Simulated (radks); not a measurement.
Dipole-allowed excitations along the series with 36 electrons in [Kr]. Method: scalar-relativistic Kohn-Sham, PBE, spin-polarised, spherical densities, finite nucleus; Fermi nuclear charge, rms radius of each element as measured or else 0.836 A^(1/3) + 0.57 fm; computed with a radial shooting solver on a logarithmic mesh with Libxc functionals. Time-dependent linear response with the Hartree and adiabatic LDA kernel, continuum included through the Sternheimer equations, no spin-orbit coupling, so fine structure and intercombination lines are absent. Lines are the poles of the dipole polarisability below minus the highest occupied eigenvalue, found on a grid refined at the orbital gaps; the lowest seven at most are given, and weak or close lines can be missed. The first line takes the name of the lowest orbital gap if no other gap lies below it; otherwise a line is named after a gap within 0.6 % of it, if that gap stands alone.

| species | -e(HOMO) (eV) | lowest orbital gap (eV) | first line (eV) | f | static alpha (bohr^3) |
|---|---|---|---|---|---|
| Sn14+ | 369.97 | 4p-4d 73.913 | 92.155 (4p-4d) | 4.53 | 0.4481 |
| Sb15+ | 409.84 | 4p-4d 78.119 | 97.199 (4p-4d) | 4.42 | 0.3928 |
| Te16+ | 451.52 | 4p-4d 82.364 | 102.27 (4p-4d) | 4.31 | 0.3462 |
| I17+ | 495.02 | 4p-4d 86.654 | 107.38 (4p-4d) | 4.21 | 0.3068 |
| Xe18+ | 540.33 | 4p-4d 90.993 | 112.52 (4p-4d) | 4.12 | 0.2731 |
| Cs19+ | 587.47 | 4p-4d 95.387 | 117.72 (4p-4d) | 4.03 | 0.2441 |
